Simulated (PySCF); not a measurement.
## GaGe: energy against distance

Set-up: Ga pcseg-1, Ge pcseg-1; no relativity (PySCF 2.14). Energies in eV from Ga + Ge in their ground configurations at the same level. All curves are PBE0. state 1: ⁴Σ⁻ (quartet), unpaired electrons σ ↑, π ↑↑; state 2: Ms = 0.5 determinant of mixed spin (⟨S²⟩ near 1.8), unpaired electrons σ ↓, π ↑↑, a second solution, started from another occupation; state 3: Ms = 0.5 determinant of mixed spin (⟨S²⟩ near 1.8), unpaired electrons σ ↑, π ↑↓, a mixture of terms (⟨Lz²⟩ = 2.0), a second solution, started from another occupation; state 4: doublet, unpaired electrons σ ↑, a mixture of terms (⟨Lz²⟩ = 2.0), a second solution, started from another occupation.

```tsv
R (Å)	state 1	state 2	state 3	state 4
2.135	-1.811	-1.510	-1.416	-0.715
2.235	-2.160	-1.848	-1.765	-1.078
2.334	-2.347	-2.022	-1.949	-1.275
2.409	-2.412	-2.075	-2.011	-1.344
2.483	-2.429	-2.081	-2.024	-1.364
2.558	-2.410	-2.051	-2.002	-1.347
2.657	-2.345	-1.973	-1.932	-1.283
2.781	-2.222	-1.835	-1.803	-1.160
2.930	-2.038	-1.640	-1.614	-0.979
3.129	-1.769	-1.369	-1.342	-0.739
```

Put a parabola through the three lowest points of the state 1 curve and estimate Re, k and ωe (reduced mass 35.67 u; 1 eV/Å² = 0.16022 mdyn/Å; ωe = 1302.8·√(k/μ) cm⁻¹).

Through R = 2.409, 2.483, 2.558 Å the second-order coefficient is 3.24 eV/Å², so Re ≈ 2.481 Å, k ≈ 1.04 mdyn/Å and ωe ≈ 222 cm⁻¹. A polynomial fit of higher order to the unrounded PBE0 energies gives Re = 2.478 Å, k = 1.04 mdyn/Å, ωe = 223 cm⁻¹; anharmonicity and rounding make the difference.

The higher-order fit for each curve: state 1: Re = 2.478 Å, ωe = 223 cm⁻¹, De = 2.43 eV; state 2: Re = 2.455 Å, ωe = 233 cm⁻¹, minimum 2.08 eV below the ground-state fragments; state 3: Re = 2.470 Å, ωe = 227 cm⁻¹, minimum 2.02 eV below the ground-state fragments; state 4: Re = 2.482 Å, ωe = 225 cm⁻¹, minimum 1.36 eV below the ground-state fragments.

⟨S²⟩ of the unrestricted solution departs from its pure value on part of the curve, where spin states mix. Spin–orbit coupling is left out. The state was picked by a PBE0 search and need not be the measured ground state.
